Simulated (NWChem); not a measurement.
# H$_{2}$SeS; SMILES [SeH]S

```xyz
4

Se     0.0356     0.7216     0.0118
H     -1.4281     0.9192    -0.0370
S      0.0097    -1.4850     0.0571
H      0.0636    -1.6931    -1.2798
```
Atoms are numbered in this order, from 1.

All runs use the structure optimised with PBE0/def2-SVP.

Q: List the 4 lowest vertical singlet excitations from PBE0/def2-SVPD, TDA (NWChem).

A: 
```json
[
 {"state": "S1", "energy (eV)": "4.07", "oscillator strength": "0.004", "leading excitation (squared amplitude)": "HOMO → LUMO (0.98)"},
 {"state": "S2", "energy (eV)": "4.44", "oscillator strength": "0.008", "leading excitation (squared amplitude)": "HOMO−1 → LUMO (0.98)"},
 {"state": "S3", "energy (eV)": "5.54", "oscillator strength": "0.018", "leading excitation (squared amplitude)": "HOMO → LUMO+1 (0.97)"},
 {"state": "S4", "energy (eV)": "6.03", "oscillator strength": "0.006", "leading excitation (squared amplitude)": "HOMO−1 → LUMO+1 (0.87)"}
]
```
